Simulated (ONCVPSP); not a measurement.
# Transferability test, ONCV potential for chlorine (Cl)

```json
{
  "Element": "chlorine",
  "Generator": "ONCVPSP 4.0.1",
  "Type": "optimised norm-conserving Vanderbilt (ONCV)",
  "Functional": "PBE",
  "Relativity": "non-relativistic",
  "Frozen core": "[Ne]",
  "Valence charge": "7",
  "Reference configuration": "3s2 3p4.5 (charge +0.5)",
  "Partial waves": "3s: rc 1.58 bohr, ncon 4, nbas 7, qcut 4.7 1/bohr, 2 projectors, debl 2.6 Ha; 3p: rc 1.58 bohr, ncon 4, nbas 8, qcut 6.2 1/bohr, local",
  "Local potential": "the p channel",
  "Core correction": "Teter function, fcfact 5, rcfact 1.75"
}
```

Energies are relative to the spin-unpolarised reference configuration 3s2 3p4.5; without spin polarisation the order of configurations can differ from experiment.

```json
{"valence configuration": "3s2 3p5", "charge": "0", "ΔE all-electron (eV)": "-5.590", "error AE − PS (meV)": "+0.6"}
{"valence configuration": "3s2 3p4", "charge": "+1", "ΔE all-electron (eV)": "8.300", "error AE − PS (meV)": "+0.7"}
{"valence configuration": "3s1 3p6", "charge": "0", "ΔE all-electron (eV)": "6.383", "error AE − PS (meV)": "-5.1"}
```

Task: What are ΔE and the potential's error for 3s2 3p3?

Result: ΔE = 33.759 eV all-electron; the error (AE − PS) is +4.4 meV.
